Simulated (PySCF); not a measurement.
A geometry optimisation, step by step.

C₉H₁₈Ge.
Numbering: `[CH2:1]=[CH:2][CH2:3][Ge@@H:4]1[CH2:5][CH2:6][C@@:7]1([CH3:8])[CH2:9][CH3:10]` (hydrogens: H11, H12 on C1; H13 on C2; H14, H15 on C3; H16 on Ge4; H17, H18 on C5; H19, H20 on C6; H21, H22, H23 on C8; H24, H25 on C9; H26, H27, H28 on C10)

Method: PBE0-D3(BJ)/def2-SVP geometry optimisation, gas phase (PySCF); density fitting, grid level 1; the optimiser is geomeTRIC in internal coordinates, started from a GFN2-xTB structure with every atom displaced at random (about 0.01 Å). 4 of its 8 geometries are shown. The frame can shift and turn from step to step; on so coarse a grid that alone can change the energy by a few meV, and forces under 0.02 eV/Å are noise.

Step 0: E = -66111.9398 eV, largest atomic force 2.139 eV/Å
```
atom  x, y, z in Å  |  force x, y, z in eV/Å
C1      3.645    1.051   -0.887   -1.257   1.271  -1.174
C2      2.499    0.456   -1.230   -0.134   0.050  -0.181
C3      2.083   -0.882   -0.749    0.339   0.300   1.104
Ge4     0.722   -0.714    0.693   -1.329  -0.674  -0.143
C5     -0.463   -2.289    1.190    0.149   1.068   0.567
C6     -1.708   -1.376    1.144    0.631  -0.266  -0.339
C7     -1.219   -0.192    0.283   -0.241   0.564   0.082
C8     -1.562   -0.418   -1.184   -0.206  -0.260   0.734
C9     -1.730    1.166    0.796    0.745  -0.329  -1.212
C10    -1.007    2.328    0.133   -0.114   0.017   0.792
H11     4.338    0.613   -0.228    1.103  -0.820   0.987
H12     3.873    2.061   -1.250    0.024  -0.119   0.028
H13     1.767    0.958   -1.895    0.399  -0.006   0.208
H14     1.659   -1.474   -1.539   -0.423  -0.593  -0.659
H15     2.947   -1.425   -0.316   -0.241   0.026  -0.095
H16     1.287    0.025    1.911    0.179   0.098   0.116
H17    -0.318   -2.774    2.152    0.210  -0.276   0.335
H18    -0.493   -3.038    0.428    0.125  -0.811  -0.852
H19    -1.951   -1.037    2.152   -0.093   0.176   0.333
H20    -2.611   -1.872    0.745   -0.017   0.037  -0.020
H21    -1.112    0.314   -1.829    0.424   0.629  -0.600
H22    -2.648   -0.380   -1.342   -0.261   0.061   0.026
H23    -1.240   -1.402   -1.514    0.213  -0.475  -0.231
H24    -2.810    1.247    0.589   -0.161  -0.046   0.219
H25    -1.552    1.202    1.861   -0.127   0.075   0.789
H26    -1.285    3.280    0.607    0.055   0.105  -0.043
H27    -1.258    2.393   -0.914   -0.076   0.112  -0.744
H28     0.082    2.199    0.227    0.086   0.085  -0.027
```

Step 2: E = -66112.1809 eV, largest atomic force 0.106 eV/Å
```
atom  x, y, z in Å  |  force x, y, z in eV/Å
C1      3.527    1.070   -0.635    0.047   0.080  -0.013
C2      2.457    0.379   -1.043    0.023  -0.029   0.076
C3      2.051   -0.966   -0.551   -0.002  -0.062  -0.050
Ge4     0.612   -0.815    0.793    0.011   0.043  -0.049
C5     -0.592   -2.339    1.160   -0.024  -0.065   0.025
C6     -1.779   -1.353    1.037    0.021   0.006   0.022
C7     -1.188   -0.172    0.211   -0.059   0.003   0.026
C8     -1.403   -0.402   -1.279   -0.012  -0.001  -0.029
C9     -1.657    1.205    0.665    0.032  -0.027   0.017
C10    -0.927    2.372    0.019   -0.014   0.002  -0.025
H11     4.239    0.677    0.100   -0.081  -0.053  -0.045
H12     3.735    2.068   -1.028   -0.011   0.019  -0.008
H13     1.784    0.845   -1.774    0.019   0.005   0.010
H14     1.657   -1.590   -1.369    0.015   0.006   0.016
H15     2.895   -1.504   -0.091   -0.010   0.017   0.014
H16     1.158   -0.103    2.052    0.008  -0.007   0.009
H17    -0.516   -2.877    2.115   -0.004   0.011  -0.001
H18    -0.570   -3.083    0.349    0.015   0.045  -0.009
H19    -2.062   -0.988    2.039    0.009  -0.002  -0.006
H20    -2.693   -1.785    0.590   -0.002  -0.001  -0.004
H21    -0.879    0.339   -1.902    0.019  -0.012   0.012
H22    -2.480   -0.339   -1.525    0.009   0.013  -0.003
H23    -1.059   -1.399   -1.601   -0.002  -0.001   0.010
H24    -2.745    1.294    0.474   -0.002   0.010  -0.003
H25    -1.539    1.271    1.761   -0.015  -0.002  -0.017
H26    -1.237    3.332    0.459   -0.001   0.002   0.005
H27    -1.121    2.434   -1.063    0.008  -0.006   0.007
H28     0.164    2.279    0.153    0.001   0.005   0.011
```

Step 5: E = -66112.1839 eV, largest atomic force 0.050 eV/Å
```
atom  x, y, z in Å  |  force x, y, z in eV/Å
C1      3.508    1.091   -0.644    0.032   0.006  -0.001
C2      2.441    0.390   -1.039   -0.009  -0.033   0.000
C3      2.052   -0.963   -0.555    0.007  -0.001  -0.013
Ge4     0.615   -0.815    0.791   -0.010   0.006   0.013
C5     -0.588   -2.342    1.159    0.004  -0.004  -0.014
C6     -1.776   -1.359    1.042   -0.001  -0.005  -0.006
C7     -1.190   -0.177    0.215    0.006  -0.002   0.000
C8     -1.396   -0.410   -1.278    0.012  -0.004  -0.002
C9     -1.661    1.200    0.662   -0.025   0.004   0.016
C10    -0.921    2.367    0.027    0.009   0.001  -0.004
H11     4.237    0.692    0.070   -0.046  -0.017  -0.011
H12     3.695    2.096   -1.031    0.013   0.032  -0.007
H13     1.754    0.854   -1.758   -0.005   0.012   0.006
H14     1.665   -1.591   -1.374    0.013   0.010   0.010
H15     2.899   -1.490   -0.090    0.009  -0.002   0.007
H16     1.168   -0.109    2.051   -0.002  -0.006  -0.010
H17    -0.508   -2.885    2.111   -0.002  -0.011  -0.002
H18    -0.562   -3.075    0.338    0.004   0.010   0.013
H19    -2.054   -0.995    2.046    0.002   0.004  -0.001
H20    -2.691   -1.792    0.598   -0.002   0.002   0.008
H21    -0.848    0.318   -1.896    0.000  -0.007   0.002
H22    -2.468   -0.327   -1.536   -0.004   0.007  -0.003
H23    -1.066   -1.414   -1.590   -0.008   0.000   0.002
H24    -2.746    1.292    0.454    0.007   0.001   0.004
H25    -1.561    1.266    1.760   -0.004  -0.003  -0.010
H26    -1.245    3.327    0.456   -0.005  -0.002  -0.005
H27    -1.090    2.422   -1.060    0.007  -0.001   0.006
H28     0.167    2.279    0.189   -0.002   0.004  -0.001
```

Step 7: E = -66112.1849 eV, largest atomic force under 0.02 eV/Å
```
atom  x, y, z in Å  |  force x, y, z in eV/Å
C1      3.501    1.108   -0.654   -0.007  -0.005  -0.002
C2      2.432    0.406   -1.043    0.006   0.004  -0.002
C3      2.055   -0.951   -0.558   -0.008   0.015   0.009
Ge4     0.618   -0.812    0.789    0.000  -0.011  -0.004
C5     -0.578   -2.347    1.155    0.005   0.012  -0.003
C6     -1.770   -1.366    1.047   -0.003  -0.005  -0.002
C7     -1.191   -0.182    0.217    0.013   0.004  -0.006
C8     -1.396   -0.418   -1.275   -0.003  -0.001   0.001
C9     -1.668    1.194    0.661   -0.007   0.001   0.001
C10    -0.922    2.361    0.034    0.001  -0.001   0.004
H11     4.227    0.696    0.055    0.006   0.008  -0.001
H12     3.688    2.116   -1.032    0.001  -0.005   0.002
H13     1.735    0.872   -1.752   -0.001  -0.001   0.001
H14     1.677   -1.583   -1.377    0.000  -0.005   0.000
H15     2.909   -1.468   -0.092    0.000   0.000  -0.003
H16     1.173   -0.109    2.049   -0.003   0.002   0.003
H17    -0.495   -2.897    2.102   -0.001  -0.006  -0.002
H18    -0.551   -3.073    0.328   -0.001  -0.004   0.002
H19    -2.043   -1.003    2.052    0.004   0.000   0.001
H20    -2.687   -1.801    0.608   -0.002   0.000   0.004
H21    -0.837    0.299   -1.895   -0.001   0.000   0.000
H22    -2.466   -0.321   -1.536    0.001   0.000   0.000
H23    -1.081   -1.429   -1.582   -0.001  -0.001   0.001
H24    -2.751    1.285    0.442    0.001   0.001   0.001
H25    -1.581    1.260    1.760    0.004  -0.002  -0.001
H26    -1.260    3.322    0.451   -0.003   0.001  -0.003
H27    -1.069    2.408   -1.056    0.002  -0.002  -0.001
H28     0.163    2.281    0.218   -0.001   0.000   0.002
```

**Question.** Summarise the path.

**Answer.** The energy falls by 5.65 kcal/mol from step 0 to step 7; nine tenths of that is first reached at step 1. It falls at every step. The largest force goes from 2.139 to under 0.02 eV/Å. Among the bonds Ge4–C5 changes most (a near tie, within 0.001 Å, with another), from 2.033 to 1.979 Å; the atoms move by 0.124 Å rms after alignment.

**Question.** Follow the three bonds and two angles with the largest change from start to end.

**Answer.** 
| step | E above end (kcal/mol) | largest force (eV/Å) | Ge4–C5 (Å) | Ge4–C7 (Å) | C1–H11 (Å) | H24–C9–H25 (°) | C5–Ge4–C7 (°) |
| --- | --- | --- | --- | --- | --- | --- | --- |
| 0 | 5.65 | 2.139 | 2.033 | 2.051 | 1.052 | 110.1 | 72.2 |
| 1 | 0.32 | 0.589 | 1.974 | 2.000 | 1.106 | 106.1 | 75.6 |
| 2 | 0.09 | 0.106 | 1.977 | 1.998 | 1.097 | 105.7 | 75.7 |
| 3 | 0.06 | 0.117 | 1.979 | 1.997 | 1.092 | 105.6 | 75.7 |
| 4 | 0.03 | 0.070 | 1.979 | 1.998 | 1.094 | 105.6 | 75.7 |
| 5 | 0.02 | 0.050 | 1.979 | 1.999 | 1.096 | 105.6 | 75.6 |
| 6 | 0.01 | under 0.02 | 1.979 | 1.999 | 1.095 | 105.6 | 75.6 |
| 7 | 0.00 | under 0.02 | 1.979 | 1.999 | 1.095 | 105.6 | 75.6 |

What follows is the cost of the whole optimisation. Time: 17 min wall, 14 min CPU; peak memory 1.1 GiB. Hardware: an Intel Xeon at 2.50 GHz with one thread, no GPU, shared host with 64 logical CPUs at a one-minute load of 63.
